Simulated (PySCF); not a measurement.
Zn(SeH)2 (H₂Se₂Zn), SMILES [SeH][Zn][SeH]. Atoms are numbered in the order given.

```xyz
5

Zn     0.0000     0.0000     0.0133
Se    -2.3071     0.0302     0.0242
H     -2.3395    -1.0140    -1.0218
Se     2.3071    -0.0302     0.0242
H      2.3395     1.0140    -1.0218
```

Coordinates come from a B3LYP-D3(BJ)/def2-SVP optimisation. One conformer was computed; it need not be the lowest.

All values below come from PBE/pcSseg-1 (PySCF).

GIAO shieldings, no solvent; atoms alike by connectivity are averaged. δ = σ(ref) − σ: ⁷⁷Se against Me2Se (σ = 1634.8 ppm); ¹H against TMS (σ = 31.49 ppm), references at their B3LYP-D3(BJ)/def2-TZVP geometries, non-relativistic.

```csv
nucleus,atoms,count,δ (ppm)
⁷⁷Se,"Se2, Se4",2,-521.7
¹H,"H3, H5",2,0.36
```
